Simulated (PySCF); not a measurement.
Species: C₄H₁₀OPSi (doublet state).
Geometry (GFN2-xTB, Å), atoms numbered from 1 in this order:
```
atom  x, y, z in Å
P1     2.8261   -1.1061   -0.6473
Si2    1.0489   -0.2667    0.4138
C3    -0.5507   -1.2454    0.0753
C4    -1.7224   -0.2411    0.2018
C5    -1.5011    0.9431   -0.6513
C6    -0.4015    1.8601   -0.3047
O7     0.8634    1.1859   -0.2754
H8     3.7337   -0.3386    0.0551
H9     2.9525   -2.1681    0.2276
H10    1.1817   -0.1194    1.8778
H11   -0.7162   -2.0770    0.7584
H12   -0.5469   -1.6539   -0.9363
H13   -1.7800    0.0662    1.2511
H14   -2.6582   -0.7364   -0.0665
H15   -1.8896    0.9495   -1.6548
H16   -0.5504    2.2908    0.6954
H17   -0.2964    2.6693   -1.0300
```

The hyperfine couplings belong to this conformer and change with its torsions.

The species is `P[Si@@H]1CC[CH]CO1` [radical].

Method used: PySCF, UKS B3LYP, pcH-1 on C H O P Si, non-relativistic, mean-field spin-orbit, GIAO. Geometry: GFN2-xTB, one conformer, isolated molecule. Couplings are sensitive to structure, and on GFN2-xTB geometries they can be far from those on DFT ones. The SCF solution wasn't tested for stability.

Match the computed a_iso(13C) values +109.8, +62.9, -29.5, -17.1 MHz with the sites C3; C4; C5; C6.

```csv
site,a_iso (MHz),ρ(0) (bohr⁻³),position,distance from C5 (Å),spin population,largest |T| (MHz)
C3,+62.9,+0.0559,2 bonds from C5,2.49,+0.05,12.2
C4,-29.5,-0.0262,1 bond from C5,1.48,-0.07,2.4
C5,+109.8,+0.0978,largest spin population,0.00,+1.01,156.9
C6,-17.1,-0.0152,1 bond from C5,1.47,-0.05,2.6
```

ρ(0) is the spin density at the nucleus and T the dipolar tensor; a_iso includes a spin–orbit part; entries for several nuclei are means. The Mulliken spin populations are largest on C5 (+1.01) and C4 (-0.07). C5 is the only atom above +0.15. The positive populations add up to 1.17 and the negative ones to -0.17, together 2S = 1. The angles at C5 add up to 356.7°, so it is nearly planar; its axial dipolar tensor and the negative coupling of its proton fit spin in a p orbital normal to that plane.

Class means assume fast exchange of nuclei equivalent by connectivity; if that motion is slow, each nucleus keeps its own coupling.
